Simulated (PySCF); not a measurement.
Orbital picture of SiI

UHF at R = 2.466 Å; Si cc-pV(D+d)Z, I cc-pVDZ-PP with ECP28; scalar-relativistic core potentials (PySCF 2.14). State: ²Π (doublet), unpaired electrons π ↑. Only the outer orbitals are listed, counted within each symmetry, core potentials removing the inner ones.

```
spin  orbital  occ.  ε (eV)  on Si (%)           main shells (%)
   α       7σ     1  -24.61         11                    88 I s
   α       8σ     1  -16.96         74    74 Si s, 17 I p, 9 I s
   α       4π     1  -11.10         26           74 I p, 25 Si p
   α       9σ     1  -10.69         45  54 I p, 26 Si p, 16 Si s
   α       4π     1  -10.48          8                    92 I p
   α       5π     1   -7.87         75           75 Si p, 25 I p
   α       5π     0   -0.17         93                   93 Si p
   α      10σ     0    2.54         79           77 Si p, 23 I p
   α      11σ     0    8.95         82  42 Si s, 25 Si p, 18 I d
   β       7σ     1  -24.42          8                    91 I s
   β       8σ     1  -15.29         64           63 Si s, 29 I p
   β       4π     1  -10.49          6                    93 I p
   β       4π     1  -10.28          4                    95 I p
   β       9σ     1  -10.21         56  44 I p, 29 Si p, 26 Si s
   β       5π     0    0.22         94                   94 Si p
   β       5π     0    1.44         95                   95 Si p
   β      10σ     0    2.92         80           74 Si p, 21 I p
```

**Question.** Which are the highest filled and the lowest empty level, where do they sit, and how wide is the gap?

**Answer.** Highest filled α 5π at -7.87 eV (in %: 75 Si p, 25 I p); lowest empty α 5π at -0.17 eV (in %: 93 Si p); the gap at UHF is 7.70 eV. Both belong to one degenerate shell, split only by its one-sided filling, so this is no excitation gap.

| Property | Result |
| --- | --- |
| bond order (Mayer) | 1.13 |
| ⟨S²⟩ | 0.769 |
| charge on Si (Mulliken, basis-dependent) | 0.23 |
| charge on Si (Löwdin, basis-dependent) | 0.09 |
| dipole moment (positive dipole means Si(−)I(+)) | -1.36 D |
| polarisability along the bond | 79.8 bohr³ |
| polarisability across the bond | 33.4 bohr³ |

Spin–orbit coupling is left out. The state was picked by a PBE0 search and need not be the measured ground state.
